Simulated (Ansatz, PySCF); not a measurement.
The pair A = CH6Si (SMILES C[SiH3]) (first 8 atoms), B = H2Se (SMILES [SeH2]); geometry from B3LYP-D3(BJ)/def2-TZVP.
(charge 0, multiplicity 1):
```xyz
11

C      0.57270     1.01716    -0.10419
Si    -0.09875    -0.69084     0.26970
H      0.46280     1.66526     0.76649
H      0.03744     1.47086    -0.94034
H      1.63130     0.96993    -0.36621
H      0.62640    -1.30666     1.40878
H      0.04292    -1.58702    -0.90430
H     -1.53744    -0.62673     0.62851
Se    -0.76412     1.25211     3.82345
H      0.05991     0.03883     3.72301
H     -1.83485     0.62331     3.03647
```

Frozen-core correlation. Filled d and f shells under p-block atoms count as core. MP2 and its Hartree–Fock in def2-QZVPPD are density fitted. Rows in 6-31G* carry no dispersion term and start afresh at each structure (6-31G* with six Cartesian d functions); the Pople sets are all-electron and without relativity.

Run with Ansatz (a first-principles code); PySCF for 6-31G* rows. Values without a source in brackets are computed.

Total energies (hartree), monomers frozen at their geometry in the pair:

```csv
structure,B3LYP/6-31G*,MP2/def2-SVPD,MP2/def2-QZVPPD
AB,-2733.7002831,-2731.2959430,-2731.9107688
A in the pair's basis,-331.2109494,-330.4464971,-330.6718541
B in the pair's basis,-2402.4900417,-2400.8475166,-2401.2362915
A,-331.2106999,-330.4456990,-330.6717971
B,-2402.4895006,-2400.8462479,-2401.2360956
```

Problem. Work out the interaction energy without and with the counterpoise correction, and the superposition error, for each level.

Solution. 
E(AB) − E(A) − E(B), times 627.509 kcal/mol, with the monomers in their own basis and then in the pair's basis:
- B3LYP/6-31G*: -0.05 uncorrected, 0.44 corrected; the monomers gain 0.50 kcal/mol from borrowed functions
- MP2/def2-SVPD: -2.51 uncorrected, -1.21 corrected; the monomers gain 1.30 kcal/mol from borrowed functions
- MP2/def2-QZVPPD: -1.80 uncorrected, -1.65 corrected; the monomers gain 0.16 kcal/mol from borrowed functions
